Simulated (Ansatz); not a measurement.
Molecule: sum formula H3SiO, net charge 0, doublet state. It need not be the lowest isomer of its formula. 
Structure (B3LYP-D3(BJ)/def2-TZVP (Ansatz, a program for electronic structure) minimum search):
```xyz
5

O      1.1629    -0.2024    -0.0914
Si    -0.4678     0.0693     0.0351
H     -1.0706    -0.6117     1.2040
H     -1.2030    -0.2867    -1.2002
H     -0.4806     1.5469     0.2355
```
Charge 0, spin multiplicity 2.

Basis-set convergence of Hartree-Fock and CCSD(T) correlation energies (hartree) with Ansatz. Cores are frozen in the correlated levels unless marked. UHF or UKS for open shells. Spin-orbit coupling is left out. Non-relativistic.

```
basis        functions       E(HF)  E(corr, CCSD(T))
-----------  ---------  ----------  ----------------
cc-pV(D+d)Z         52  -365.52340          -0.28511
cc-pV(T+d)Z        111         ___               ___
```

Problem. What belongs in the gaps?

Solution. 
- cc-pV(T+d)Z, E(HF): -365.56711
- cc-pV(T+d)Z, E(corr, CCSD(T)): -0.36004
